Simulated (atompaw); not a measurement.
# La PAW (atompaw): all-electron and pseudo phase curves

| Quantity | Value |
| --- | --- |
| Element | La |
| Generator | atompaw 4.2.0.5 |
| Type | PAW |
| Functional | PBE |
| Relativity | scalar-relativistic |
| Frozen core | [Kr] 4d10 |
| Valence charge | 11 |
| Reference configuration | 4f0 5s2 5p6 5d1 6s2 6p0 |
| Partial waves | 5s (bound): rc 2.45 bohr; 6s (bound): rc 2.85 bohr; 5p (bound): rc 2.25 bohr; 6p (bound, empty): rc 2.85 bohr; 5d (bound): rc 2.85 bohr; 5d channel at 0.2 Ry: rc 2.85 bohr; 4f (bound, empty): rc 1.25 bohr; 4f channel at 4.05 Ry: rc 1.25 bohr |
| Local potential | bessel scheme, radius 2.35 bohr |
| Core correction | smooth core density matched at 2.40 bohr |
| Augmentation charge | sinc compensation charge, radius 2.25 bohr; PAW radius 2.85 bohr; waves and projectors: custom polynom2 7 10 vanderbiltortho |

The phase is arctan(r·u′/u) with u = r·R(r), unwrapped; energies in Ry, scanned from -5 to 5 Ry. A pole is an energy at which the radial function vanishes at the test radius. The pseudo phase is shifted by a multiple of π to meet the all-electron one at the reference energy, and phase errors are pseudo minus all-electron; the curves can meet again beyond the range given. Levels narrower than the energy grid can be missing from the lists of poles.

| channel | radius (bohr) | reference energy (Ry) | poles, all-electron | poles, pseudo | unbroken range about the reference energy with phases within 0.05 rad | phase error 1 Ry above the reference energy (rad) |
| --- | --- | --- | --- | --- | --- | --- |
| s | 2.86 | -0.27 | -2.71, 3.57 | -2.72, -0.00 | -3.0 to -0.1 | -2.298 |
| p | 2.86 | -0.10 | -1.31, 4.89 | -1.31 | below 1.4 | +0.006 |
| d | 2.86 | -0.23 | 0.83 | 0.83 | below 3.0 | +0.000 |
| f | 2.86 | -0.32 | -0.24, 3.61 | -0.24, 3.61 | below 1.2 | +0.013 |

Phases in the d channel:

```csv
E (Ry),all-electron,pseudo
-5.00,1.407,1.408
-4.76,1.403,1.403
-4.52,1.398,1.398
-4.28,1.392,1.393
-4.04,1.386,1.387
-3.80,1.380,1.380
-3.56,1.372,1.373
-3.32,1.363,1.364
-3.08,1.354,1.354
-2.84,1.343,1.343
-2.60,1.329,1.330
-2.36,1.313,1.314
-2.12,1.294,1.294
-1.88,1.269,1.269
-1.64,1.236,1.236
-1.40,1.190,1.190
-1.16,1.120,1.121
-0.92,1.003,1.003
-0.68,0.768,0.768
-0.44,0.202,0.202
-0.20,-0.689,-0.689
0.04,-1.169,-1.169
0.28,-1.375,-1.375
0.52,-1.484,-1.484
0.76,-1.554,-1.554
1.00,-1.606,-1.605
1.24,-1.648,-1.647
1.48,-1.686,-1.685
1.72,-1.724,-1.722
1.96,-1.764,-1.761
2.20,-1.810,-1.805
2.44,-1.869,-1.858
2.68,-1.948,-1.929
2.92,-2.068,-2.030
3.16,-2.271,-2.188
3.40,-2.652,-2.461
3.64,-3.278,-2.938
3.88,-3.840,-3.531
4.12,-4.152,-3.953
4.36,-4.320,-4.189
4.60,-4.421,-4.327
4.84,-4.488,-4.416
```
